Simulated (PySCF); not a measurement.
# Electronic structure of [Ru(OH)6]2-

The complex [Ru(OH)6]2- (charge -2) contains Ru(IV), shell d4. The structure is a PBE0-D3(BJ)/def2-SVP, IEF-PCM water geometry optimised for multiplicity 3; coordination octahedral, point group Ci, metal–donor distances 1.98–2.00 Å.

The d shell alone is too small an active space for [Ru(OH)6]2- (an active orbital has only 0.59 squared overlap with the free ion's shell): its levels, fitted parameters, g values and moments show what this model gives and aren't sound predictions.

```
13

Ru    0.000    0.000    0.000
O     0.042    1.982    0.051
H     0.035    2.176    0.998
O    -0.042   -1.982   -0.051
H    -0.035   -2.176   -0.998
O     0.006    0.051    2.005
H     0.188   -0.857    2.278
O    -0.006   -0.051   -2.005
H    -0.188    0.857   -2.278
O     1.985    0.043    0.006
H     2.139    0.992    0.097
O    -1.985   -0.043   -0.006
H    -2.139   -0.992   -0.097
```

Method (PySCF 2.14, density fitting): CASSCF(4,5) with orbitals averaged over all microstates of the shell, strongly contracted NEVPT2 on the averaged canonical orbitals; basis x2c-TZVPall on the metal, x2c-SVPall elsewhere; spin-free X2C; IEF-PCM water; spin-orbit coupling by state interaction with the mean-field operator over all roots.

## Spin-free states

| 2S+1 | deg. | symmetry | cubic parent | free-ion term | CASSCF / cm⁻¹ | NEVPT2 / cm⁻¹ | f(ED) | occupations |
| --- | --- | --- | --- | --- | --- | --- | --- | --- |
| 3 | 1 | 3Ag | 3T1g 1.00 | 3H 0.36 | 0 | 0 | – | 2.0 1.0 1.0 0.0 0.0 |
| 3 | 1 | 3Ag | 3T1g 1.00 | 3H 0.37 | 2578 | 4785 | 0 | 1.0 2.0 1.0 0.0 0.0 |
| 1 | 1 | 1Ag | 1Eg 0.94 | 1I 0.46 | 9803 | 7854 | – | 1.9 1.6 0.5 0.0 0.0 |
| 3 | 1 | 3Ag | 3T1g 1.00 | 3H 0.37 | 4474 | 7978 | 0 | 1.0 1.0 2.0 0.0 0.0 |
| 1 | 1 | 1Ag | 1T2g 0.97 | 1G 0.47 | 9025 | 8257 | – | 2.0 1.0 1.0 0.0 0.0 |
| 1 | 1 | 1Ag | 1T2g 0.99 | 1G 0.49 | 11900 | 13342 | – | 1.0 1.9 1.0 0.0 0.0 |
| 1 | 1 | 1Ag | 1Eg 0.91 | 1I 0.47 | 14604 | 16039 | – | 1.3 0.8 1.8 0.0 0.0 |
| 1 | 1 | 1Ag | 1T2g 0.99 | 1G 0.49 | 13950 | 16666 | – | 1.0 1.0 1.9 0.0 0.0 |
| 5 | 1 | 5Ag | 5Eg 1.00 | 5D 1.00 | 16138 | 24246 | – | 1.0 1.0 1.0 1.0 0.0 |
| 5 | 1 | 5Ag | 5Eg 1.00 | 5D 1.00 | 17989 | 26115 | – | 1.0 1.0 1.0 0.0 1.0 |
| 1 | 1 | 1Ag | 1A1g 0.88 | 1G 0.43 | 24960 | 27427 | – | 0.7 1.5 1.6 0.1 0.1 |
| 3 | 1 | 3Ag | 3T1g 0.60 | 3H 0.39 | 29515 | 33385 | 0 | 1.9 1.0 0.1 0.3 0.7 |
| 3 | 1 | 3Ag | 3Eg 0.99 | 3H 0.71 | 30677 | 36992 | 0 | 1.0 1.0 1.0 0.9 0.1 |
| 3 | 1 | 3Ag | 3T2g 0.50 | 3H 0.38 | 31416 | 37082 | 0 | 1.0 1.9 0.1 0.7 0.3 |
| 3 | 1 | 3Ag | 3T1g 0.62 | 3H 0.40 | 32360 | 37421 | 0 | 1.8 0.2 1.0 0.1 0.9 |
| 3 | 1 | 3Ag | 3Eg 0.97 | 3H 0.77 | 32015 | 38489 | 0 | 1.0 1.0 1.0 0.2 0.8 |
| 1 | 1 | 1Ag | 1T2g 0.57 | 1I 0.49 | 36897 | 39881 | – | 1.9 1.0 0.1 0.1 0.9 |
| 3 | 1 | 3Ag | 3A1g 0.85 | 3G 0.90 | 35372 | 41224 | 0 | 1.0 1.0 1.0 0.7 0.3 |
| 3 | 1 | 3Ag | 3A2g 0.73 | 3F 0.73 | 36195 | 41926 | 0 | 1.0 1.0 1.0 0.8 0.2 |
| 3 | 1 | 3Ag | 3T2g 0.63 | 3F 0.35 | 35555 | 42511 | 0 | 0.6 1.4 1.0 0.9 0.1 |
| 3 | 1 | 3Ag | 3T2g 0.59 | 3F 0.35 | 36752 | 42607 | 0 | 0.9 1.0 1.1 0.7 0.3 |
| 3 | 1 | 3Ag | 3Eg 0.89 | 3D 0.57 | 37832 | 43031 | 0 | 1.0 1.0 1.0 0.3 0.7 |
| 1 | 1 | 1Ag | 1T2g 0.77 | 1I 0.54 | 38364 | 43090 | – | 1.0 1.7 0.2 0.9 0.1 |
| 3 | 1 | 3Ag | 3T1g 0.52 | 3H 0.37 | 36051 | 43183 | 0 | 1.0 0.4 1.6 0.3 0.7 |
| 1 | 1 | 1Ag | 1T2g 0.75 | 1I 0.54 | 39274 | 43524 | – | 1.8 0.2 1.0 0.1 0.9 |

Only the lowest 25 spin-free levels are listed. Energies are counted from the ground state at NEVPT2 level. Weights follow the labels. f(ED) is the electric-dipole oscillator strength from the ground state at the fixed geometry, without vibronic coupling; occupations, where given, run over the ligand-field orbitals from the lowest.

Ligand-field fit:

```json
{"cm⁻¹": "10Dq", "CASSCF": "33443"}
{"cm⁻¹": "B", "CASSCF": "704"}
{"cm⁻¹": "B, free ion", "CASSCF": "957"}
{"cm⁻¹": "C", "CASSCF": "2894"}
{"cm⁻¹": "C, free ion", "CASSCF": "3893"}
{"cm⁻¹": "rms of the fit", "CASSCF": "621"}
```

```csv
orbital,CASSCF / cm⁻¹,metal share,main function
1,0,0.93,yz 0.99
2,3570,0.89,xy 1.00
3,6122,0.88,xz 0.99
4,35739,0.72,z2 0.91
5,37609,0.72,x2-y2 0.91
```

ζ = 1055 cm⁻¹, against 1279 for the free ion.

## Spin-orbit levels

```csv
E / cm⁻¹,deg.,make-up
0.0,1,0.97 3Ag
137.8,1,0.98 3Ag
155.9,1,0.99 3Ag
4824.7,1,0.95 3Ag
4852.7,1,0.94 3Ag
5017.1,1,0.98 3Ag
7619.1,1,0.52 3Ag + 0.32 1Ag + 0.16 1Ag
7757.5,1,0.57 3Ag + 0.23 1Ag + 0.19 1Ag
8136.6,1,0.98 3Ag
8698.6,1,0.48 3Ag + 0.45 1Ag + 0.04 3Ag
```

Only the lowest levels are listed: 10 of 210 states.

Magnetism:

The ground multiplet can be fitted only roughly by a spin Hamiltonian with S = 1, g = 1.970, 2.038, 2.141, D = 146.84 cm⁻¹, E/|D| = 0.06 (spin-orbit part alone); the lowest levels hold 98 % of the spin-free ground state. μeff is 2.91 μB at 300 K and 0.92 μB at 10 K; the spin-only value is 2.83 μB.

```json
{"T / K": "2", "χT / cm³ K mol⁻¹": "0.021", "μeff / μB": "0.41", "χT along axes a, b, c": "0.00 0.03 0.03"}
{"T / K": "5", "χT / cm³ K mol⁻¹": "0.052", "μeff / μB": "0.65", "χT along axes a, b, c": "0.00 0.07 0.09"}
{"T / K": "10", "χT / cm³ K mol⁻¹": "0.105", "μeff / μB": "0.92", "χT along axes a, b, c": "0.00 0.14 0.17"}
{"T / K": "20", "χT / cm³ K mol⁻¹": "0.210", "μeff / μB": "1.30", "χT along axes a, b, c": "0.00 0.28 0.35"}
{"T / K": "30", "χT / cm³ K mol⁻¹": "0.315", "μeff / μB": "1.59", "χT along axes a, b, c": "0.00 0.42 0.52"}
{"T / K": "50", "χT / cm³ K mol⁻¹": "0.516", "μeff / μB": "2.03", "χT along axes a, b, c": "0.05 0.67 0.83"}
{"T / K": "75", "χT / cm³ K mol⁻¹": "0.712", "μeff / μB": "2.39", "χT along axes a, b, c": "0.16 0.89 1.09"}
{"T / K": "100", "χT / cm³ K mol⁻¹": "0.837", "μeff / μB": "2.59", "χT along axes a, b, c": "0.29 1.01 1.21"}
{"T / K": "150", "χT / cm³ K mol⁻¹": "0.961", "μeff / μB": "2.77", "χT along axes a, b, c": "0.49 1.10 1.30"}
{"T / K": "200", "χT / cm³ K mol⁻¹": "1.013", "μeff / μB": "2.85", "χT along axes a, b, c": "0.61 1.12 1.31"}
{"T / K": "250", "χT / cm³ K mol⁻¹": "1.040", "μeff / μB": "2.88", "χT along axes a, b, c": "0.69 1.13 1.30"}
{"T / K": "300", "χT / cm³ K mol⁻¹": "1.057", "μeff / μB": "2.91", "χT along axes a, b, c": "0.74 1.13 1.30"}
```

Axes in the frame of the coordinates: a = (1.00, -0.06, -0.04); b = (-0.03, 0.14, -0.99); c = (0.06, 0.99, 0.13).

Powder magnetisation at 2 K: 0.01 μB at 0.5 T, 0.02 μB at 1 T, 0.04 μB at 2 T, 0.06 μB at 3 T, 0.09 μB at 5 T, 0.13 μB at 7 T.

Charge-transfer states lie outside this active space and may come lower than some of these levels. NEVPT2 lifts 3Ag (from 3T1g) from 2578 to 4785 cm⁻¹; on the d shell alone such lifts tend to overshoot. NEVPT2 on the d shell alone tends to put d–d bands too high for such charged or covalently bound ions. Gaps between spin states lean to high spin in this active space.

The job took 37 s on one thread of Arm Neoverse V1 (shared host), with 177 basis functions and a peak of 0.78 GiB, launched as `OMP_NUM_THREADS=1 python lf_run.py task.json out`.
